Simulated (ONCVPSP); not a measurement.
# Transferability test, ONCV potential for Ta

- Element: tantalum (Ta)
- Generator: ONCVPSP 4.0.1
- Type: optimised norm-conserving Vanderbilt (ONCV)
- Functional: PBE
- Relativity: scalar-relativistic
- Frozen core: [Kr] 4d10 4f14
- Valence charge: 13
- Reference configuration: 5s2 5p6 5d3 6s2
- Partial waves: 5s+6s: rc 1.95 bohr, ncon 3, nbas 8, qcut 7 1/bohr, 2 projectors; 5p: rc 1.70 bohr, ncon 3, nbas 7, qcut 6.7 1/bohr, 2 projectors, debl 2.4 Ha; 5d: rc 1.95 bohr, ncon 4, nbas 8, qcut 5.8 1/bohr, 2 projectors, debl 3.2 Ha
- Local potential: polynomial inside 1.10 bohr (lpopt 4, dvloc0 0 Ha)
- Core correction: Teter function, fcfact 1.5, rcfact 1.3

Energies are relative to the spin-unpolarised reference configuration 5s2 5p6 5d3 6s2; without spin polarisation the order of configurations can differ from experiment.

| valence configuration | charge | ΔE all-electron (eV) | error AE − PS (meV) |
| --- | --- | --- | --- |
| 5s2 5p6 5d3 6s0 | +2 | 23.440 | +1.9 |
| 5s2 5p6 5d2 6s0 | +3 | 47.044 | +3.5 |

**Question.** What are ΔE and the potential's error for 5s2 5p6 5d4 6s1?

**Answer.** ΔE = 2.094 eV all-electron; the error (AE − PS) is -7.3 meV.

**Question.** What are ΔE and the potential's error for 5s2 5p6 5d3 6s1?

**Answer.** ΔE = 8.468 eV all-electron; the error (AE − PS) is -2.0 meV.
